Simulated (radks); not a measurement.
Spherical quantum dot in the effective-mass picture: electrons in a well V = -V0 / (1 + exp((r - R)/a)) with V0 = 31.6, R = 2.13, a = 0.11, all in effective atomic units (hartree* = m*/eps^2 hartree, bohr* = eps/m* bohr), one dielectric constant everywhere. Calculated with a radial shooting solver with Libxc functionals: non-relativistic Kohn-Sham, PBEsol, spin-polarised, spherical densities. Levels are named by radial order and angular momentum (1s, 1p, 1d, 2s, ...), and open shells are averaged over m. Results are scaled to m* = 0.112 and eps = 13.4, for which hartree* = 16.97 meV and bohr* = 6.331 nm.

N = 10, configuration 1s2 1p6 1d(up 2, down 0). This is the lowest configuration that the search found. Occupied and some empty levels:

level    occupation  eigenvalue (meV)  <r> (nm)
1s up             1           -408.91     7.682
1s down           1           -407.79     7.633
1p up             3           -394.25     8.534
1p down           3           -392.91     8.513
1d up             2           -373.05     9.121
1d down           0           -371.59     9.112
2s up             0           -352.00     6.566
2s down           0           -351.35     6.583
1f up             0           -346.32     9.573
1f down           0           -344.81     9.569
2p up             0           -317.39     7.445
2p down           0           -316.57     7.446

Energy (meV): total -4466.21, kinetic 340.19, external -5276.9, Hartree 573.26, exchange-correlation -102.77.
